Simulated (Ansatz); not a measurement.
Task: Name a neutral molecule of Al, C, N, O and H with size of the dipole moment (B3LYP/def2-TZVPP) between 1.45 and 1.75 D and HOMO–LUMO gap (PBE/def2-TZVPP) between 4.10 and 4.40 eV (Ansatz, PBE0-D4/def2-TZVP geometry).

Result: `C[NH][Al]([OH])[OH]` (1.61 D, 4.30 eV). Other molecules can fit too; these were computed, each in one conformer that needn't be the lowest.

B3LYP here is the variant with VWN-RPA as its local correlation; programs differ in this.
